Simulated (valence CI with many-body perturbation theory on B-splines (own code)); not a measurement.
## Pd XL: what each term of the Hamiltonian does

Calculated by configuration interaction combined with many-body perturbation theory (CI+MBPT): five valence electrons over a frozen Dirac-Fock core [He], radial functions for each j: 9 s, 9 p, 8 d, 6 f, 3 g, 1 h, with the one-electron correlation potential Σ1 (screened to all orders), the two-electron term Σ2, the three-electron term Σ3, Breit, model QED; selected single and double excitations, second order for the rest (own B-spline code, finite nucleus).

The last digits are not significant, and no measured levels were compared; by estimate large intervals hold to a few tenths of a per cent, small ones and those within an open d or f shell to about a per cent. Among the levels kept, up to 1700 cm⁻¹ of a level comes from second order outside the variational space, and about a tenth of that is noise between levels of different J, which matters for small intervals.

Each rung adds one term. CI alone is the Dirac-Coulomb CI over the frozen core; QED comes last and gives the full result, which names the levels. Energies are above (2s^2 2p1/2^2 2p3/2) J=3/2 on the same rung, in Ry.

Levels are named by their leading jj configuration (3d3/2^4 stands for four electrons in 3d with j = 3/2), which in mixed levels can hold well under half, so a name can repeat and another be missing. Letters in brackets count levels of one name in rising energy.

```tsv
Level	CI alone
(2s^2 2p1/2 2p3/2^2) J=3/2	11.35
(2s^2 2p1/2 2p3/2^2) J=5/2	12.79
(2s^2 2p1/2 2p3/2^2) J=1/2	14.38
(2s 2p1/2^2 2p3/2^2) J=5/2	24.36
(2s^2 2p3/2^3) J=3/2	25.86
(2s 2p1/2^2 2p3/2^2) J=1/2	28.19
(2s 2p1/2^2 2p3/2^2) J=3/2	28.40
(2s 2p1/2 2p3/2^3) J=3/2 [a]	37.05
(2s 2p1/2 2p3/2^3) J=5/2	39.18
(2s 2p1/2 2p3/2^3) J=1/2	41.06
(2s 2p1/2 2p3/2^3) J=3/2 [b]	42.04
(2s 2p3/2^4) J=1/2	53.73
(2p1/2^2 2p3/2^3) J=3/2	56.29
(2p1/2 2p3/2^4) J=1/2	68.89
(2s^2 2p1/2^2 3s) J=1/2	238.12
(2s^2 2p1/2^2 3p1/2) J=1/2	242.01
```

(1) What do these energies become with core correlation, Breit and QED?

(2) How does the ionisation energy move along the ladder, and which term matters most?

Results:

(1) (2s^2 2p1/2 2p3/2^2) J=3/2 11.18 (-0.170); (2s^2 2p1/2 2p3/2^2) J=5/2 12.46 (-0.335); (2s^2 2p1/2 2p3/2^2) J=1/2 14.24 (-0.136); (2s 2p1/2^2 2p3/2^2) J=5/2 24.04 (-0.320); (2s^2 2p3/2^3) J=3/2 25.48 (-0.377); (2s 2p1/2^2 2p3/2^2) J=1/2 28.01 (-0.178); (2s 2p1/2^2 2p3/2^2) J=3/2 28.11 (-0.292); (2s 2p1/2 2p3/2^3) J=3/2 [a] 36.65 (-0.405); (2s 2p1/2 2p3/2^3) J=5/2 38.62 (-0.565); (2s 2p1/2 2p3/2^3) J=1/2 40.64 (-0.420); (2s 2p1/2 2p3/2^3) J=3/2 [b] 41.51 (-0.523); (2s 2p3/2^4) J=1/2 53.15 (-0.589); (2p1/2^2 2p3/2^3) J=3/2 55.78 (-0.514); (2p1/2 2p3/2^4) J=1/2 68.19 (-0.703); (2s^2 2p1/2^2 3s) J=1/2 238.02 (-0.097); (2s^2 2p1/2^2 3p1/2) J=1/2 241.92 (-0.096).

(2) CI alone 5882.3, + Σ1 5882.6, + Σ2 5882.7, + Σ3 5882.6, + Breit 5879.3, + QED 5879.1 eV. The largest step is Breit, -3.3 eV. NIST lists 5880 ± 40 eV (semi-empirical).
